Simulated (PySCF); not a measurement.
Start geometry of `BNCBOB` from a GFN2-xTB structure with every atom displaced at random (by about 0.01 Å) (Å):
```
atom  x, y, z in Å
B1    -2.0294    0.6541   -0.4915
N2    -1.0996    0.3338    0.4283
C3    -0.5865   -0.9867    0.7127
B4     1.0279   -1.1478    0.3515
O5     1.6291   -0.1643   -0.1906
B6     2.1414    0.9138   -0.7138
H7    -2.3107    1.8102   -0.6353
H8    -2.5708   -0.1614   -1.1108
H9    -0.6064    1.0592    0.9692
H10   -0.7303   -1.2190    1.7936
H11   -1.1655   -1.7144    0.1673
H12    1.5593   -2.1635    0.5853
H13    2.6066    1.7349   -0.0217
H14    2.1278    1.0359   -1.8767
```

Q: What comes out of this run: PBE0-D3(BJ)/def2-SVP geometry optimisation, gas phase in PySCF 2.14.0?

A: 
```
atom  x, y, z in Å
B1    -2.048    0.735   -0.311
N2    -1.044    0.354    0.570
C3    -0.502   -0.970    0.775
B4     0.998   -1.177    0.327
O5     1.647   -0.187   -0.290
B6     2.060    0.896   -0.953
H7    -2.351    1.904   -0.379
H8    -2.590   -0.114   -0.984
H9    -0.585    1.073    1.120
H10   -0.610   -1.298    1.827
H11   -1.104   -1.696    0.198
H12    1.584   -2.218    0.523
H13    2.598    1.783   -0.328
H14    1.901    0.942   -2.151
```

The energy falls by 0.371 eV over 13 energy and gradient evaluations, the largest force component goes from 0.0703 to 3.5e-04 Eh/bohr, and the atoms move by 0.091 Å rms after alignment. The bond that changes most is C3–B4 (sp3 carbon bound to nitrogen to three-coordinate boron), which shortens by 0.084 Å. Bonds longer at the end by more than 0.005 Å: 9 of 13; shorter: 3. Among the angles that change most is B4–O5–B6, from 174.3° to 168.9°. Rotational constants go from 5890, 2409, 1848 to 5598, 2416, 1830 MHz. The orientation of the end geometry is arbitrary; only internal coordinates are fixed.

The run used 124 basis functions and 80 SCF cycles in all.

Stationary, but not proved a minimum. The numbers are those of one conformer.
